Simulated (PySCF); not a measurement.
C2H5S, multiplicity 2. Atoms are numbered in the order given.

```xyz
8

C     -0.3323    -1.6116     0.0000
C      0.6163    -0.4303     0.0000
S     -0.1592     1.1804     0.0000
H     -0.9750    -1.5937     0.8817
H      0.2244    -2.5533     0.0000
H     -0.9750    -1.5937    -0.8817
H      1.2847    -0.4475     0.8693
H      1.2847    -0.4475    -0.8693
```
Charge 0, spin multiplicity 2.

The structure is a stationary point at PBE0-D3(BJ)/def2-TZVP. The isomer is the one that the SMILES or the coordinates give; other isomers of the formula were not compared.

All values below come from PBE/def2-TZVPD run with PySCF.

Mulliken values depend strongly on the basis, most of all with diffuse functions as here. ESP charges are fitted to the potential on shells at 1.4 to 2.0 van der Waals radii. Atomic charges (e):

```csv
atom,ESP fit,Mulliken,Mulliken spin
C1,-0.30,-0.68,-0.04
C2,0.31,-0.10,-0.04
S3,-0.25,-0.23,0.98
H4,0.08,0.21,0.01
H5,0.06,0.21,0.00
H6,0.08,0.21,0.01
H7,0.01,0.19,0.04
H8,0.01,0.19,0.04
```
